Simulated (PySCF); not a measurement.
TeF₄, SMILES F[Te](F)(F)F.

Geometry optimised at PBE0-D3(BJ)/def2-SVP. The geometry has at least one imaginary mode, so it is a saddle point at that level. The isomer is the one that the SMILES or the coordinates give; other isomers of the formula were not compared. The def2 effective core potentials stand for the cores of Te; spin–orbit coupling is left out.

Computed with M06-2X/def2-TZVP (PySCF).

Symmetry labels are those of the subgroup C2v that the program uses (full group C4v).

Computed valence orbital energies around the gap with their symmetry:
```json
[
 {"orbital": "HOMO−7", "symmetry": "B1", "energy (eV)": "-14.93"},
 {"orbital": "HOMO−6", "symmetry": "B2", "energy (eV)": "-14.93"},
 {"orbital": "HOMO−5", "symmetry": "A2", "energy (eV)": "-14.64"},
 {"orbital": "HOMO−4", "symmetry": "B1", "energy (eV)": "-14.22"},
 {"orbital": "HOMO−3", "symmetry": "B2", "energy (eV)": "-14.22"},
 {"orbital": "HOMO−2", "symmetry": "A2", "energy (eV)": "-14.13"},
 {"orbital": "HOMO−1", "symmetry": "A2", "energy (eV)": "-13.61"},
 {"orbital": "HOMO", "symmetry": "A1", "energy (eV)": "-12.35"},
 {"orbital": "LUMO", "symmetry": "A1", "energy (eV)": "-1.36"},
 {"orbital": "LUMO+1", "symmetry": "B1", "energy (eV)": "-0.86"},
 {"orbital": "LUMO+2", "symmetry": "B2", "energy (eV)": "-0.86"},
 {"orbital": "LUMO+3", "symmetry": "A1", "energy (eV)": "3.35"}
]
```
